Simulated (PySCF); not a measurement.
Positional isomers: phenanthrene mercapto. Gas-phase values, no solvent. One relaxed conformer stands for each flexible species; it need not be the lowest. Strings in code marks are SMILES.

The S1–T1 gap (TDA) from two functionals at the same geometries (PBE0-D4/def2-SVP), both in PySCF: PBE-D3(BJ)/def2-SVP and B3LYP-D3(BJ)/def2-SVP. B3LYP has the VWN-RPA correlation part, as in Gaussian. Excitations are Tamm–Dancoff values on a coarser integration grid. The basis has no diffuse functions, so Rydberg states are missing or too high.

```json
[
 {"species": "`Sc1cc2ccccc2c2ccccc12` (H–S–C–C torsion 128°)", "B3LYP-D3(BJ)/def2-SVP (eV)": "0.96"},
 {"species": "`Sc1ccc2c(ccc3ccccc32)c1` (H–S–C–C torsion 0°)", "B3LYP-D3(BJ)/def2-SVP (eV)": "0.77"},
 {"species": "`c1cc2c(c3ccccc3cc2)cc1S` (H–S–C–C torsion 180°)", "B3LYP-D3(BJ)/def2-SVP (eV)": "0.87"}
]
```

### Question
What does PBE-D3(BJ)/def2-SVP give for each?

### Answer

- `Sc1cc2ccccc2c2ccccc12` (H–S–C–C torsion 128°): 0.63
- `Sc1ccc2c(ccc3ccccc32)c1` (H–S–C–C torsion 0°): 0.40
- `c1cc2c(c3ccccc3cc2)cc1S` (H–S–C–C torsion 180°): 0.60
Over these rows, drawn at random from the members with no instability flagged (it was tested for open shells, ions and some series alone), PBE minus B3LYP-D3(BJ): mean -0.32 eV, from -0.37 eV to -0.27 eV.
